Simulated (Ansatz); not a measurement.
C5H6ClF3O4Ti, SMILES `CC1=CC(C(F)(F)F)=[O+][Ti-]([OH])([OH])([Cl])[O]1`, relaxed with RKS PBE0-D4/def2-TZVP in the Gaussian-basis code of Ansatz from a PBE-D4/def2-SVP geometry. The force threshold is 0.005 eV/Å; the program also tests the step.

The species carries charge 0 and has multiplicity 1.

Start:

```xyz
20

C    -2.421    1.529   -0.544
C    -1.186    0.718   -0.260
C    -0.003    1.329    0.222
C     1.134    0.554    0.467
C     2.410    1.281    0.951
F     2.166    1.931    2.110
F     2.799    2.200    0.038
F     3.420    0.424    1.147
O     1.241   -0.710    0.333
Ti   -0.094   -2.201   -0.201
O    -0.705   -2.749   -1.798
O     1.391   -3.187   -0.099
Cl   -1.374   -2.914    1.476
O    -1.263   -0.538   -0.479
H    -2.280    2.606   -0.343
H    -2.719    1.388   -1.603
H    -3.257    1.143    0.074
H     0.031    2.413    0.388
H    -1.538   -2.349   -2.116
H     2.249   -2.869    0.238
```

Task: By how much does the energy fall, and how many steps does the optimiser take? (Best estimate.)

Result: Ansatz gave: 14.13 kJ/mol, in 37 steps, 3 of them rejected.

Task: Which bonds change most? (Estimate.)

Result: The calculation gave: O9–Ti10 from 2.072 to 2.015 Å; C3–C4 from 1.398 to 1.372 Å; C2–O14 from 1.278 to 1.256 Å; C5–F7 from 1.353 to 1.333 Å.

Task: Give the relaxed structure. (Estimate.)

Result: Computed: 
```xyz
20

C    -2.465    1.504   -0.418
C    -1.217    0.713   -0.213
C    -0.050    1.331    0.279
C     1.090    0.588    0.453
C     2.374    1.264    0.943
F     2.204    2.564    1.181
F     3.335    1.136    0.028
F     2.796    0.691    2.069
O     1.235   -0.653    0.246
Ti   -0.015   -2.139   -0.293
O    -0.669   -2.652   -1.878
O     1.451   -3.146   -0.268
Cl   -1.218   -2.885    1.416
O    -1.261   -0.508   -0.500
H    -2.331    2.558   -0.182
H    -2.794    1.397   -1.454
H    -3.252    1.085    0.214
H    -0.047    2.386    0.502
H    -1.483   -2.274   -2.223
H     2.318   -2.960    0.097
```
